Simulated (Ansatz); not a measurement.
Question: Name a neutral molecule of C, Cl, O, Zr and H with HOMO–LUMO gap (B3LYP/def2-TZVPP) between 7.50 and 7.80 eV and HOMO–LUMO gap (ωB97M-V/def2-TZVPP) between 11.05 and 11.35 eV (Ansatz, PBE0-D4/def2-TZVP geometry).

Answer: `CC(C)[O][Zr]([OH])([OH])[Cl]` (7.52 eV, 11.23 eV). Other molecules can fit too; these were computed, each in one conformer that needn't be the lowest.

B3LYP here is the variant with VWN-RPA as its local correlation; programs differ in this.
